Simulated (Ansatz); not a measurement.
Reaction (ligand exchange at the Al–N bond): `[NH2][Al]([NH2])[SH]` + H–F → `[NH2][Al]([F])[SH]` + NH₃

Gas-phase electronic energies from Ansatz, PBE0-D4/def2-TZVP geometries. CBS: MP2 limit from def2 TZ/QZ plus the TZ coupled-cluster correction, frozen cores. This one scheme is used for every species. Each species was taken in one conformer, which may not be the lowest.

```
               species  CCSD(T)/CBS(def2) energy (Eh)
`[NH2][Al]([NH2])[SH]`                     -752.33715
                   H–F                     -100.39570
  `[NH2][Al]([F])[SH]`                     -796.26217
                   NH₃                      -56.50880
```

Problem. Work out ΔE.

Solution. ΔE = (-796.26217) + (-56.50880) − (-752.33715) − (-100.39570) = -0.03812 Eh = -100.1 kJ/mol.

Largest T1 diagnostic among the species: 0.011.

In def2-TZVPP, CCSD(T) changes the Hartree–Fock value by +9.9 kJ/mol (the triples alone add +1.3 kJ/mol) and MP2 by +11.1 kJ/mol. The D4 term adds +5.3 kJ/mol with B3LYP and +3.0 kJ/mol with PBE0; it sums over pairs of atoms, weighted by their polarisabilities, and B3LYP, whose exchange is more repulsive, gets the larger term. Leaving LDA and LC-ωPBE aside and taking each functional with its dispersion term where it has one, the values, not all of them listed here, spread over 12.2 kJ/mol, from B97M-V to revPBE-D4. LDA lies +7.9 kJ/mol from PBE without D4.

B3LYP here is the variant with VWN-RPA as its local correlation; programs differ in this.
